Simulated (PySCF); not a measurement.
One ligand Y is varied and pulled off as a radical: Cd(CH3)1–Y. Gas-phase values, no solvent. One relaxed conformer stands for each flexible species; it need not be the lowest. Multiplicities are imposed; where one is given, others were not computed. Strings in code marks are SMILES.

The HOMO–LUMO gap from two functionals at the same geometries (r2SCAN-D4/def2-SVP), both in PySCF: PBE-D3(BJ)/def2-TZVP and B3LYP-D3(BJ)/def2-TZVP. B3LYP has the VWN-RPA correlation part, as in Gaussian. 

| species | B3LYP-D3(BJ)/def2-TZVP (eV) |
|---|---|
| Y = F ([Cd(CH3)(F)]) | 7.16 |
| Y = Br | 6.37 |
| Y = OH ([Cd(CH3)(OH)]) | 6.46 |
| Y = NH2 | 5.72 |

Q: What does PBE-D3(BJ)/def2-TZVP give for each?

A: 
- Y = F ([Cd(CH3)(F)]): 5.73
- Y = Br: 4.89
- Y = OH ([Cd(CH3)(OH)]): 4.65
- Y = NH2: 4.20
Over these rows, drawn at random from the members with no instability flagged (it was tested for open shells, ions and some series alone), PBE minus B3LYP-D3(BJ): mean -1.56 eV, from -1.81 eV to -1.43 eV.
